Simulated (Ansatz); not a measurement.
Relaxation of Ga₉As₉H₂₈, a nanocrystal cut from zinc blende GaAs (hydrogen-capped) with RKS PBE-D4/def2-SVP.

```sh
$ ansatz run in.yaml --threads 11 --pin off --events-out ev --progress --plain --max-ram 174080MiB --backend cuda --devices 0, --max-vram 75GiB
```

```yaml
crystal:
  periodic: [false, false, false]
  atoms:
    - {symbol: Ga, position_ang: [-3.956500, 2.130600, -0.518600]}
    - {symbol: Ga, position_ang: [-1.156200, -3.518200, 2.308200]}
    - {symbol: Ga, position_ang: [1.680300, -3.523000, -0.518000]}
    - {symbol: Ga, position_ang: [-1.132200, -0.706300, -0.515300]}
    - {symbol: Ga, position_ang: [-1.147700, 2.115800, 2.294300]}
    - {symbol: Ga, position_ang: [1.697300, -0.706200, 2.297100]}
    - {symbol: Ga, position_ang: [1.676600, 2.114400, -0.523400]}
    - {symbol: Ga, position_ang: [-1.140800, 4.962700, -0.508400]}
    - {symbol: Ga, position_ang: [4.472700, -0.735100, -0.526100]}
    - {symbol: As, position_ang: [-2.555500, -2.116000, 0.892200]}
    - {symbol: As, position_ang: [-2.517400, 0.689100, -1.941700]}
    - {symbol: As, position_ang: [-2.518500, 3.540400, 0.898900]}
    - {symbol: As, position_ang: [0.268100, -2.144000, -1.933500]}
    - {symbol: As, position_ang: [0.277500, -4.962700, 0.878700]}
    - {symbol: As, position_ang: [3.099800, -2.133400, 0.887500]}
    - {symbol: As, position_ang: [0.277300, 3.531300, -1.943600]}
    - {symbol: As, position_ang: [3.109800, 0.719100, -1.931200]}
    - {symbol: As, position_ang: [0.263600, 0.716700, 0.881500]}
    - {symbol: H, position_ang: [-4.837600, 2.991300, -1.398900]}
    - {symbol: H, position_ang: [-4.851100, 1.210400, 0.360900]}
    - {symbol: H, position_ang: [-2.025000, -4.416800, 3.175900]}
    - {symbol: H, position_ang: [-0.264100, -2.639600, 3.183600]}
    - {symbol: H, position_ang: [2.581000, -4.409500, -1.437400]}
    - {symbol: H, position_ang: [-2.021900, 1.247500, 3.186100]}
    - {symbol: H, position_ang: [-0.259700, 3.018700, 3.194400]}
    - {symbol: H, position_ang: [0.812700, -1.601000, 3.168400]}
    - {symbol: H, position_ang: [2.575800, 0.175700, 3.202200]}
    - {symbol: H, position_ang: [2.580400, 2.982900, 0.347700]}
    - {symbol: H, position_ang: [-2.012500, 5.842600, -1.422200]}
    - {symbol: H, position_ang: [-0.247500, 5.839100, 0.372600]}
    - {symbol: H, position_ang: [5.415600, -1.592000, -1.414100]}
    - {symbol: H, position_ang: [5.398600, 0.198200, 0.331800]}
    - {symbol: H, position_ang: [-3.428800, -2.996300, -0.010000]}
    - {symbol: H, position_ang: [-3.421700, -1.251400, 1.779500]}
    - {symbol: H, position_ang: [-3.428600, -0.161800, -2.795300]}
    - {symbol: H, position_ang: [-1.665800, 1.570200, -2.836300]}
    - {symbol: H, position_ang: [-3.400400, 4.406700, 1.756200]}
    - {symbol: H, position_ang: [-0.599600, -2.999700, -2.800800]}
    - {symbol: H, position_ang: [1.153900, -1.241500, -2.824300]}
    - {symbol: H, position_ang: [-0.594700, -5.837300, 0.021400]}
    - {symbol: H, position_ang: [1.176300, -5.844700, 1.729600]}
    - {symbol: H, position_ang: [3.987700, -2.958600, 1.751500]}
    - {symbol: H, position_ang: [-0.620500, 2.662000, -2.826200]}
    - {symbol: H, position_ang: [1.145800, 4.403100, -2.805600]}
    - {symbol: H, position_ang: [2.217200, -0.167700, -2.816200]}
    - {symbol: H, position_ang: [3.965800, 1.578500, -2.827800]}
basis:
  gaussian: {orbitals: def2-SVP, fitting: {mean_field: def2-universal-jkfit}}
hamiltonian: {xc: pbe, dispersion: d4}
scf: {lower_state_search: "off"}
output: {orbitals: {seedname: orbitals}}
relax: {f_tol: 0.03, max_steps: 70}
```

It took 2.2 min on 11 threads of AMD EPYC 7R13 on a shared host and a whole NVIDIA H100 80GB HBM3.

Positions (Å) and forces (eV/Å) at steps 1, 2, 3, 4, 5 of 39:

```xyz
46
step=1 energy=-1019156.9601 eV
Ga   -3.957    2.131   -0.519   -0.207    0.278    0.730
Ga   -1.156   -3.518    2.308   -0.059   -0.599    0.638
Ga    1.680   -3.523   -0.518    1.210   -0.758   -0.068
Ga   -1.132   -0.706   -0.515    0.287    0.679    0.083
Ga   -1.148    2.116    2.294    0.082    0.583    0.575
Ga    1.697   -0.706    2.297    0.300    0.304    0.524
Ga    1.677    2.114   -0.523   -0.408   -0.263   -0.187
Ga   -1.141    4.963   -0.508   -0.452    0.498    0.086
Ga    4.473   -0.735   -0.526    1.266   -0.163    0.042
As   -2.555   -2.116    0.892    0.532   -0.321   -0.531
As   -2.517    0.689   -1.942   -0.442    0.161    0.837
As   -2.518    3.540    0.899    0.418   -0.842   -0.835
As    0.268   -2.144   -1.933   -0.038    0.370    0.762
As    0.278   -4.963    0.879   -0.349    1.108    0.136
As    3.100   -2.133    0.887   -1.198    0.816   -0.427
As    0.277    3.531   -1.944   -0.270   -0.109    0.931
As    3.110    0.719   -1.931   -0.387   -0.223    0.603
As    0.264    0.717    0.881    0.071   -0.443   -0.632
H    -4.838    2.991   -1.399   -0.431    0.634   -0.940
H    -4.851    1.210    0.361   -0.004   -0.670    0.305
H    -2.025   -4.417    3.176   -0.875   -0.794    0.223
H    -0.264   -2.640    3.184    0.211    0.230   -0.016
H     2.581   -4.410   -1.437    0.081   -0.235   -0.317
H    -2.022    1.248    3.186   -0.711   -0.919    0.341
H    -0.260    3.019    3.194    0.565    0.300    0.040
H     0.813   -1.601    3.168   -0.206   -0.116    0.215
H     2.576    0.176    3.202    0.595    0.654    0.064
H     2.580    2.983    0.348    0.460    0.461    0.327
H    -2.013    5.843   -1.422   -0.478    0.199   -0.653
H    -0.247    5.839    0.373    0.804    0.206    0.468
H     5.416   -1.592   -1.414    0.065   -0.433   -0.539
H     5.399    0.198    0.332   -0.200    0.373    0.287
H    -3.429   -2.996   -0.010   -0.283    0.350    0.256
H    -3.422   -1.251    1.780   -0.275   -0.016   -0.183
H    -3.429   -0.162   -2.795    0.045    0.011   -0.443
H    -1.666    1.570   -2.836   -0.099   -0.334   -0.438
H    -3.400    4.407    1.756   -0.195    0.166    0.091
H    -0.600   -3.000   -2.801   -0.071   -0.214   -0.586
H     1.154   -1.242   -2.824   -0.440   -0.444   -0.028
H    -0.595   -5.837    0.021    0.066   -0.567   -0.081
H     1.176   -5.845    1.730   -0.177   -0.160   -0.194
H     3.988   -2.959    1.752    0.346   -0.478    0.194
H    -0.621    2.662   -2.826    0.431    0.338   -0.386
H     1.146    4.403   -2.806    0.022    0.039   -0.527
H     2.217   -0.168   -2.816    0.361    0.436   -0.349
H     3.966    1.579   -2.828    0.038   -0.090   -0.397
46
step=2 energy=-1019159.0709 eV
Ga   -4.068    2.178   -0.482   -0.450    0.169    0.297
Ga   -1.226   -3.606    2.421   -0.143   -0.206    0.492
Ga    1.804   -3.608   -0.550    0.400   -0.106    0.025
Ga   -1.124   -0.639   -0.509    0.047    0.129   -0.029
Ga   -1.146    2.118    2.388    0.058    0.129    0.395
Ga    1.740   -0.629    2.393    0.013    0.207    0.317
Ga    1.677    2.128   -0.497   -0.066   -0.005   -0.013
Ga   -1.181    5.076   -0.493   -0.209    0.441    0.037
Ga    4.606   -0.764   -0.531    0.685   -0.089    0.047
As   -2.495   -2.147    0.870    0.015   -0.136   -0.038
As   -2.600    0.721   -1.881   -0.117    0.126   -0.090
As   -2.474    3.478    0.845    0.104   -0.154   -0.209
As    0.248   -2.181   -1.852    0.104    0.067   -0.010
As    0.231   -4.884    0.869   -0.043    0.130   -0.034
As    3.042   -2.052    0.868   -0.200    0.121   -0.218
As    0.261    3.575   -1.868   -0.131   -0.017   -0.077
As    3.124    0.702   -1.870   -0.119   -0.148   -0.134
As    0.275    0.712    0.888    0.090   -0.052   -0.016
H    -4.879    3.042   -1.491   -0.131    0.205   -0.306
H    -4.857    1.122    0.393    0.079   -0.186    0.047
H    -2.167   -4.545    3.213   -0.439   -0.419   -0.021
H    -0.277   -2.654    3.191    0.060    0.049   -0.001
H     2.640   -4.492   -1.525    0.086   -0.206   -0.174
H    -2.073    1.153    3.199   -0.230   -0.327    0.028
H    -0.176    3.046    3.207    0.196    0.075   -0.040
H     0.820   -1.566    3.213   -0.105   -0.048    0.184
H     2.678    0.298    3.218    0.338    0.360   -0.086
H     2.613    3.022    0.362    0.204    0.201    0.153
H    -2.070    5.878   -1.501   -0.187    0.051   -0.205
H    -0.161    5.858    0.403    0.235    0.000    0.125
H     5.450   -1.663   -1.502   -0.017   -0.180   -0.187
H     5.395    0.260    0.381   -0.124    0.072    0.063
H    -3.478   -2.953    0.014   -0.049    0.219    0.082
H    -3.425   -1.283    1.714   -0.027   -0.054   -0.168
H    -3.423   -0.138   -2.836    0.096   -0.020   -0.040
H    -1.721    1.493   -2.874   -0.173   -0.263    0.014
H    -3.371    4.367    1.704   -0.015   -0.026   -0.046
H    -0.571   -3.006   -2.834    0.003   -0.010   -0.107
H     1.083   -1.317   -2.816   -0.286   -0.278    0.101
H    -0.562   -5.884    0.033    0.118   -0.119    0.016
H     1.119   -5.829    1.679   -0.150    0.001   -0.090
H     3.951   -2.951    1.696    0.022   -0.101   -0.036
H    -0.544    2.733   -2.871    0.262    0.221    0.026
H     1.113    4.387   -2.836   -0.002   -0.051   -0.049
H     2.275   -0.102   -2.873    0.230    0.253    0.011
H     3.951    1.530   -2.846   -0.033   -0.027   -0.033
46
step=3 energy=-1019159.6309 eV
Ga   -4.166    2.228   -0.465   -0.207    0.026    0.080
Ga   -1.293   -3.684    2.512   -0.122   -0.125    0.185
Ga    1.871   -3.644   -0.562    0.056    0.055    0.074
Ga   -1.122   -0.619   -0.504    0.026    0.041    0.053
Ga   -1.151    2.122    2.445    0.000   -0.066    0.086
Ga    1.769   -0.580    2.453    0.040    0.149    0.087
Ga    1.701    2.158   -0.482    0.000    0.013    0.062
Ga   -1.223    5.164   -0.497   -0.011    0.161    0.021
Ga    4.712   -0.793   -0.547    0.194    0.008    0.019
As   -2.476   -2.171    0.886   -0.036   -0.022    0.038
As   -2.656    0.732   -1.857   -0.041    0.014   -0.097
As   -2.465    3.466    0.818    0.016   -0.019   -0.059
As    0.242   -2.214   -1.828    0.020   -0.040   -0.069
As    0.218   -4.862    0.872   -0.001   -0.035   -0.023
As    3.041   -2.016    0.843    0.028   -0.028   -0.070
As    0.263    3.620   -1.847   -0.031    0.032   -0.078
As    3.157    0.700   -1.856    0.025   -0.038   -0.056
As    0.293    0.725    0.905    0.028    0.022    0.003
H    -4.933    3.090   -1.540   -0.037    0.024   -0.009
H    -4.863    1.089    0.403    0.031    0.042   -0.040
H    -2.302   -4.682    3.185   -0.093   -0.109   -0.118
H    -0.311   -2.698    3.223   -0.048   -0.062    0.066
H     2.664   -4.559   -1.554    0.044   -0.132   -0.069
H    -2.108    1.092    3.183   -0.004   -0.010   -0.042
H    -0.130    3.058    3.205   -0.003   -0.009   -0.010
H     0.837   -1.522    3.282    0.005   -0.002    0.123
H     2.779    0.408    3.152    0.087    0.070   -0.143
H     2.653    3.061    0.382    0.062    0.059    0.027
H    -2.133    5.915   -1.542   -0.043    0.018   -0.010
H    -0.135    5.867    0.416   -0.035   -0.006   -0.028
H     5.477   -1.731   -1.558   -0.013   -0.036   -0.020
H     5.407    0.273    0.398   -0.012   -0.057   -0.040
H    -3.500   -2.906    0.020    0.010    0.084    0.010
H    -3.433   -1.293    1.683    0.016    0.004   -0.072
H    -3.411   -0.170   -2.833    0.045   -0.035    0.050
H    -1.763    1.435   -2.880   -0.071   -0.097    0.021
H    -3.372    4.353    1.676    0.007   -0.020   -0.030
H    -0.574   -3.013   -2.844   -0.011   -0.009    0.045
H     1.034   -1.372   -2.823   -0.066   -0.057    0.002
H    -0.522   -5.909    0.035    0.069    0.025    0.016
H     1.081   -5.834    1.674   -0.049    0.013   -0.011
H     3.944   -2.956    1.652   -0.042    0.001   -0.055
H    -0.492    2.783   -2.881    0.094    0.060    0.017
H     1.133    4.392   -2.837    0.014   -0.008    0.039
H     2.327   -0.057   -2.894    0.061    0.082   -0.002
H     3.960    1.541   -2.845   -0.004    0.020    0.025
46
step=4 energy=-1019159.7873 eV
Ga   -4.228    2.248   -0.463   -0.038    0.013    0.009
Ga   -1.368   -3.767    2.550   -0.064   -0.069    0.008
Ga    1.888   -3.662   -0.555    0.005    0.046    0.027
Ga   -1.121   -0.618   -0.484    0.059    0.017    0.049
Ga   -1.164    2.115    2.433   -0.016   -0.036   -0.003
Ga    1.818   -0.536    2.449    0.038    0.047    0.042
Ga    1.737    2.192   -0.467   -0.003    0.012    0.031
Ga   -1.247    5.213   -0.508   -0.006    0.009    0.004
Ga    4.776   -0.803   -0.566    0.023   -0.023   -0.024
As   -2.480   -2.181    0.908    0.034    0.019    0.074
As   -2.692    0.713   -1.835   -0.047    0.013   -0.004
As   -2.474    3.469    0.787    0.024   -0.015   -0.051
As    0.232   -2.240   -1.813    0.013    0.000   -0.003
As    0.208   -4.871    0.884    0.006    0.060    0.046
As    3.065   -2.006    0.815   -0.003   -0.017   -0.039
As    0.287    3.664   -1.834   -0.024    0.021    0.012
As    3.206    0.726   -1.846    0.017   -0.009    0.021
As    0.314    0.742    0.902   -0.008   -0.006   -0.017
H    -4.998    3.117   -1.534   -0.004   -0.012    0.003
H    -4.908    1.104    0.404    0.006    0.034   -0.002
H    -2.414   -4.815    3.101    0.039    0.036   -0.120
H    -0.401   -2.805    3.318   -0.050   -0.054    0.082
H     2.655   -4.624   -1.537   -0.008   -0.048   -0.001
H    -2.132    1.076    3.146    0.010    0.008   -0.038
H    -0.147    3.053    3.195   -0.024    0.002    0.015
H     0.919   -1.462    3.347    0.017   -0.001    0.048
H     2.885    0.486    3.026   -0.033   -0.043   -0.119
H     2.699    3.102    0.389    0.003    0.002    0.013
H    -2.176    5.955   -1.546   -0.005   -0.005   -0.009
H    -0.163    5.913    0.408   -0.047    0.006   -0.005
H     5.507   -1.764   -1.582   -0.012    0.002   -0.016
H     5.475    0.251    0.382    0.022   -0.042   -0.011
H    -3.510   -2.877    0.021    0.014    0.041   -0.016
H    -3.439   -1.277    1.671    0.003    0.010   -0.011
H    -3.418   -0.231   -2.794    0.020   -0.039    0.039
H    -1.801    1.384   -2.875   -0.007   -0.018   -0.022
H    -3.383    4.353    1.646    0.007   -0.005    0.010
H    -0.601   -3.044   -2.811   -0.018   -0.012    0.033
H     1.001   -1.407   -2.828   -0.009   -0.010   -0.038
H    -0.505   -5.921    0.032    0.034    0.012   -0.008
H     1.059   -5.846    1.691   -0.013   -0.009    0.007
H     3.952   -2.967    1.614   -0.011    0.008   -0.009
H    -0.436    2.823   -2.881    0.025   -0.007   -0.022
H     1.177    4.428   -2.811    0.019    0.017    0.019
H     2.379   -0.004   -2.900   -0.001    0.014   -0.023
H     3.999    1.588   -2.824    0.013    0.027    0.020
46
step=5 energy=-1019159.8533 eV
Ga   -4.248    2.248   -0.472   -0.019   -0.004   -0.010
Ga   -1.389   -3.772    2.579   -0.065   -0.063    0.057
Ga    1.900   -3.663   -0.562   -0.007    0.024    0.024
Ga   -1.101   -0.600   -0.476    0.035    0.018    0.024
Ga   -1.183    2.102    2.420   -0.005   -0.046   -0.008
Ga    1.828   -0.550    2.430    0.000   -0.002    0.008
Ga    1.753    2.212   -0.449   -0.003    0.003    0.024
Ga   -1.267    5.219   -0.520   -0.007   -0.007   -0.010
Ga    4.799   -0.818   -0.600   -0.001   -0.031   -0.018
As   -2.449   -2.137    0.950    0.022    0.053    0.048
As   -2.697    0.704   -1.832   -0.010   -0.018    0.011
As   -2.481    3.460    0.766    0.009    0.009   -0.025
As    0.235   -2.237   -1.806    0.014    0.003   -0.019
As    0.220   -4.828    0.912    0.032    0.043    0.036
As    3.084   -2.007    0.790    0.042   -0.011   -0.066
As    0.297    3.677   -1.821    0.002    0.018    0.007
As    3.221    0.746   -1.837    0.017    0.008    0.024
As    0.330    0.754    0.906    0.025    0.028   -0.021
H    -5.018    3.104   -1.552    0.003   -0.010    0.009
H    -4.924    1.112    0.408    0.004    0.024   -0.007
H    -2.471   -4.852    2.988    0.055    0.056   -0.083
H    -0.470   -2.879    3.491   -0.110   -0.107   -0.040
H     2.626   -4.668   -1.536   -0.013   -0.008    0.015
H    -2.157    1.043    3.096    0.011    0.021   -0.028
H    -0.191    3.040    3.215   -0.035    0.004    0.017
H     0.920   -1.502    3.295    0.046    0.028    0.058
H     2.905    0.468    2.986   -0.033   -0.044   -0.050
H     2.711    3.121    0.412    0.002    0.000    0.000
H    -2.195    5.944   -1.572    0.000   -0.010   -0.004
H    -0.210    5.939    0.411   -0.035    0.006   -0.008
H     5.490   -1.781   -1.642   -0.013    0.011   -0.014
H     5.535    0.203    0.354    0.022   -0.028   -0.018
H    -3.476   -2.820    0.048    0.011    0.002    0.008
H    -3.412   -1.217    1.689    0.016    0.002    0.000
H    -3.403   -0.282   -2.764    0.010   -0.016    0.030
H    -1.813    1.358   -2.889   -0.021   -0.009   -0.015
H    -3.382    4.340    1.638    0.001   -0.006    0.006
H    -0.620   -3.053   -2.774   -0.016   -0.002    0.024
H     0.985   -1.418   -2.849   -0.012   -0.017   -0.027
H    -0.485   -5.876    0.051   -0.005    0.016    0.019
H     1.060   -5.813    1.720    0.002   -0.002    0.005
H     3.964   -2.974    1.589   -0.004    0.016    0.002
H    -0.402    2.832   -2.882    0.022   -0.003   -0.008
H     1.200    4.448   -2.781    0.004    0.015    0.014
H     2.395    0.034   -2.906   -0.001    0.019   -0.006
H     4.017    1.624   -2.799    0.010    0.014    0.015
```

Single mean-field runs in def2-SVP are fitted with def2-universal-jkfit.
